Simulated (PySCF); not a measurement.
**Unknown compound**

Molecular formula: C₅H₇FO. Simulated spectra:

¹H NMR (500 MHz, computed): δ 1.76 (m, 1H), 1.62 (m, 1H), 1.42 (d, 3H), 1.25 (m, 1H), 0.93 (m, 1H).

¹³C{¹H} NMR (computed): δ 173.7 (C), 23.9 (CH), 20.9 (CH2), 18.2 (CH), 13.4 (CH3).

- geometry from GFN2-xTB
- σ from GIAO-PBE0/pcSseg-1
- code: PySCF 2.14.0 with density-fitted response routines
- no relativistic terms, in vacuum, equivalent nuclei averaged, one computed conformer

Scale: ¹H, ¹³C vs TMS (reference shieldings calculated alike).

Problem. Choose the structure that fits.
A. CC/C=C\C(=O)F
B. C/C=C(/C)C(=O)F
C. CC1(C(=O)F)CC1
D. C[C@@H]1C[C@@H]1C(=O)F
E. C=C(F)C(=O)CC

Solution. D. 

- Rings plus π bonds: 2 (1 ring in the answer).
- 5 carbon signals for 5 carbons: no two carbons are equivalent.
- Carbon types of the structure: 1 × C, 2 × CH, 1 × CH2, 1 × CH3, which accounts for all hydrogens.
- δC 173.7: carbonyl carbon.
- δC 23.9, 20.9, 18.2: three-membered-ring carbon; carbons of three-membered rings are unusually shielded.
- δC 13.4: methyl carbon; aliphatic region, no heteroatom directly attached.
- δH 1.76, 1.62, 1.25, 0.93: hydrogen on a three-membered-ring carbon.
- δH 1.42: hydrogen on a methyl carbon; far from electronegative atoms and π systems.

The others: CC/C=C\C(=O)F would give 4 signals for carbon-bound and other non-exchanging H, not 5; C/C=C(/C)C(=O)F would give 3 signals for carbon-bound and other non-exchanging H, not 5; CC1(C(=O)F)CC1 would give 4 carbon signals, not 5; C=C(F)C(=O)CC would give 4 signals for carbon-bound and other non-exchanging H, not 5.

Splittings by ¹⁹F in the carbon and heteronuclear signals aren't shown, as no couplings were computed. Shifts are as computed. Against solution values, carbons near 30 ppm lie about +3 ppm off and those near 130 ppm about +5 ppm. Of 1211 compounds with measured shifts, 218 miss one by over three times the rms of a fit or turn the order of signals round; such compounds aren't used in these exercises. Multiplicities follow the n + 1 count of equivalent neighbours, as no J values were calculated; m marks all less simple cases, F and P coupling included.
